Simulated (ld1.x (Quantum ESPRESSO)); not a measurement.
## Sb (Z = 51): one change to an RRKJ potential, before and after

Sb (Z = 51), norm-conserving RRKJ (Kleinman–Bylander form), made with ld1.x (Quantum ESPRESSO) 7.5 (revPBE, scalar-relativistic). Core [Kr] 4d10, reference 5s2 5p3. Waves: 5p (bound): rc 1.80 bohr; 5s (bound): rc 1.90 bohr. Local part: the s channel. Core correction: Bessel-smoothed model core inside 1.60 bohr. rho0 = 0.02.

All-electron outer shells of the reference configuration (revPBE, scalar-relativistic, ld1.x):

```
shell  level (eV)  outermost node (bohr)  outermost maximum (bohr)
   4p     -101.79                   0.39                      0.76
   4d      -33.48                   0.38                      0.84
   5s      -12.77                   0.95                      1.90
   5p       -4.78                   1.04                      2.35
```

Change: reference 5s2 5p1.

Cutoffs: the cutoffs (Ry, on a coarse ladder) from which the occupation-weighted sum of valence levels, in a spherical-Bessel basis at the reference potential, stays within 10 and 1 mRy of its value at 400 Ry; they do not see the model core or the augmentation charge, which bear on the density cutoff. Errors are all-electron minus pseudo energies relative to the spin-unpolarised reference configuration.

What does the change do?

The potential gets neither clearly harder nor softer (30 Ry and 40 Ry → 30 Ry and 40 Ry); the p channel sets the loose cutoff, while the largest relative change is in s, which becomes harder; the range in which the s phases agree narrows (upper end 4.3 → 3.1); neither file shows a bound ghost.

| quantity | base | changed |
| --- | --- | --- |
| cutoff, loose | 30 Ry | 30 Ry |
| cutoff, tight | 40 Ry | 40 Ry |
| loose cutoff by channel (10 mRy a level) | p 21 Ry, s 12 Ry | p 21 Ry, s 18 Ry |
| bound ghosts | none | none |
| largest error over its own tests, meV | -151 | -278 |
| s: phases at 2.04 bohr within 0.05 rad from the reference energy up to (Ry; the scan ends near 5) | 4.3 | 3.1 |
| p: phases at 2.04 bohr within 0.05 rad from the reference energy up to (Ry; the scan ends near 5) | to the end of the scan | to the end of the scan |
